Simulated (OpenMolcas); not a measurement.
## Mn5+, Tc5+, Re5+: d2 down the group

| Item | Value |
| --- | --- |
| Program | OpenMolcas |
| Method | SS-CASPT2, IPEA 0.25 Eh, imaginary shift 0.1 Eh |
| Basis | ANO-RCC-VQZP |
| Scalar Hamiltonian | DKH2, point nucleus |
| Spin-orbit coupling | state interaction with AMFI integrals over the reference wave functions, term energies averaged over their components |

Active space for each ion: 2 electrons in 5 orbitals (d); closed shells correlated by CASPT2: Mn5+ 3s 3p; Tc5+ 4s 4p; Re5+ 5s 5p.

Computed levels in cm-1 above 3F2:

```csv
Level,Mn5+,Tc5+,Re5+
3F3,732,2010,8180
3F4,1654,4230,14690
1D2,15270,11530,16640
3P0,18650,13160,14950
3P1,18910,14000,19800
3P2,19490,15920,28000
1G4,26150,19170,27010
1S0,60460,43380,51010
weight of 3F in the lowest level (%),100,98,88
```

Mixed levels, with the weight of the term that names them: Re5+ 1D2 (55 %), Re5+ 3P2 (64 %).

Measured, with the error of the calculation in %. Measured levels: Mn5+ from Corliss and Sugar, J. Phys. Chem. Ref. Data 6, 1253 (1977).

```json
{"Level": "3F3", "Mn5+": "746 (-1.9)"}
{"Level": "3F4", "Mn5+": "1669 (-0.9)"}
{"Level": "1D2", "Mn5+": "15336 (-0.4)"}
{"Level": "3P0", "Mn5+": "17782 (+4.9)"}
{"Level": "3P1", "Mn5+": "18057 (+4.7)"}
{"Level": "3P2", "Mn5+": "18628 (+4.6)"}
{"Level": "1G4", "Mn5+": "25511 (+2.5)"}
```

The fine-structure level 3F4 changes by a factor of 8.88 from Mn5+ to Re5+.

Without spin-orbit coupling 1D lies 14380, 9440, 8500 cm-1 above 3F in that order; the difference to the level 1D2, of either sign, comes from spin-orbit coupling, which also lowers the zero.

CASPT2 does not keep the components of a term degenerate, so their means are used; among the terms shown or strongly mixed into the levels shown the widest spread is 590 cm-1 (3d2 3F, Mn5+). Measured partners are found by configuration, term and J. A level has none where our copy of the source lacks it or the pairing is in doubt (some pairs that miss far off the trend of their configuration count as doubtful), and it then counts in no deviation. Levels of configurations outside the active space are missing.
